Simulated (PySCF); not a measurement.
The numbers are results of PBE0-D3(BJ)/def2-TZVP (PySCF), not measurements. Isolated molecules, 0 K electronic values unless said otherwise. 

Reference species (SMILES): `FC1=CC1` (neutral, multiplicity 1).

| Quantity | Result |
|---|---|
| HOMO–LUMO gap | 7.81 eV |
| HOMO | -7.30 eV |

Changed species: `C(#CC)F`.

### Question
Predict the effect on the HOMO–LUMO gap and HOMO.

### Answer
the HOMO–LUMO gap rises by 1.15 eV, to 8.96 eV; the HOMO drops by 0.33 eV, to -7.63 eV.
